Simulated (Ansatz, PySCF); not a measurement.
Pulling on the C3–H4 bond in CH4Si (SMILES C[SiH]) (multiplicity 1 held, fragments rigid). Energies count from the point at 1.090 Å.
Geometry at that point (charge 0, multiplicity 1):
```xyz
6

Si    -0.44284    -0.33733     0.51775
H     -1.42990    -0.70044    -0.59087
C      0.77077     0.54411    -0.65074
H      1.64710     0.94860    -0.14442
H      0.25621     1.35865    -1.17490
H      1.10167    -0.14881    -1.43392
```

Restricted levels (R-, RO-) in cc, def2 and unpolarised 6-31G sets keep to the state of the molecule at rest. Unrestricted levels (U-) break spin symmetry where that is lower. Levels need not reach the same state.

Rows in 3-21G carry no dispersion term and start afresh at each structure.

Programs: Ansatz (a quantum-chemistry and plane-wave program) with Gaussian orbitals; PySCF for 3-21G rows. Values without a source in brackets are computed.

**Question.** One of these levels gives 89.44 kcal/mol for the energy at R = 3.488 Å. Which?
A. R-HF/3-21G
B. R-HF/cc-pV(T+d)Z
C. U-PBE/cc-pV(T+d)Z
D. U-HF/cc-pV(T+d)Z

**Answer.** D, U-HF/cc-pV(T+d)Z. The others give 202.51 (R-HF/3-21G), 182.96 (R-HF/cc-pV(T+d)Z), 110.99 (U-PBE/cc-pV(T+d)Z)

Doubts at one or more of the structures used: a restricted determinant that unrestricted orbitals would lower (R-HF/3-21G, R-HF/cc-pV(T+d)Z); a spin-contaminated determinant (U-HF/cc-pV(T+d)Z, U-PBE/cc-pV(T+d)Z).
